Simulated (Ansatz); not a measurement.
`N=C(O)CO` and `N=C(O)[CH2][SnH3]` differ in one atom or group.

Ansatz, PBE0-D4/def2-TZVP geometries, multiplicity 1. Each molecule was computed in one conformer, which needn't be the lowest.

Elements past krypton have def2 core potentials.

```csv
property,`N=C(O)CO`
HOMO–LUMO gap (ωB97M-V/def2-TZVPP) / eV,12.41
HOMO energy (PBE/def2-TZVPP) / eV,-6.15
HOMO–LUMO gap (PBE/def2-TZVPP) / eV,5.33
HOMO energy (B3LYP/def2-TZVPP) / eV,-7.54
HOMO–LUMO gap (B3LYP/def2-TZVPP) / eV,7.51
size of the dipole moment (B3LYP/def2-TZVPP) / D,0.92
```

(1) What does the change do to each property? (An estimate is asked.)

## Answers

(1) Computed: 
| property | `N=C(O)[CH2][SnH3]` | shift |
| --- | --- | --- |
| HOMO–LUMO gap (ωB97M-V/def2-TZVPP) / eV | 11.15 | -1.26 |
| HOMO energy (PBE/def2-TZVPP) / eV | -6.31 | -0.16 |
| HOMO–LUMO gap (PBE/def2-TZVPP) / eV | 5.27 | -0.06 |
| HOMO energy (B3LYP/def2-TZVPP) / eV | -7.42 | 0.12 |
| HOMO–LUMO gap (B3LYP/def2-TZVPP) / eV | 6.98 | -0.53 |
| size of the dipole moment (B3LYP/def2-TZVPP) / D | 1.52 | 0.60 |

With PBE0 the HOMO rises by 0.12 eV and the LUMO falls by 0.46 eV, so the gap narrows by about 0.58 eV. PBE moves the HOMO by -0.16 eV and ωB97M-V by 0.30 eV. Dipoles are sizes alone; their direction can turn.

B3LYP here is the variant with VWN-RPA as its local correlation; programs differ in this.
